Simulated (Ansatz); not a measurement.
A structure relaxed at PBE-D4/def2-SVP in Ansatz, charge 0, doublet:

```xyz
7

Cu    0.2661   -0.5967    1.1424
Cu    0.3206    0.7188   -1.0548
Cu   -1.8521   -0.3840   -0.2759
O     2.0315    0.7638   -0.2787
O     2.0029    0.0700    0.8782
O    -1.3476    0.5957   -1.6805
O    -1.4214   -1.1675    1.2694
```

(1) Give its formula and point group.

(2) Summarise the bond lengths by kind (pairs closer than 1.2 times the sum of covalent radii, bridged metal pairs left out).

## Answers

(1) Cu3O4. Point group C2v (tolerance 0.1 Å).

(2) 6 × Cu–O 1.79 to 1.88 Å; 1 × Cu–Cu 2.56 Å; 1 × O–O 1.35 Å.

The structure holds 1 bond(s) between oxygen atoms. The charge 0 doublet is spin-contaminated (final ⟨S²⟩ up to 1.40, 0.75 for a pure state). The relaxation made no stability test and no search for a lower SCF solution. No other spin state of charge 0 was run. The structure comes from a short search, and lower isomers may exist.
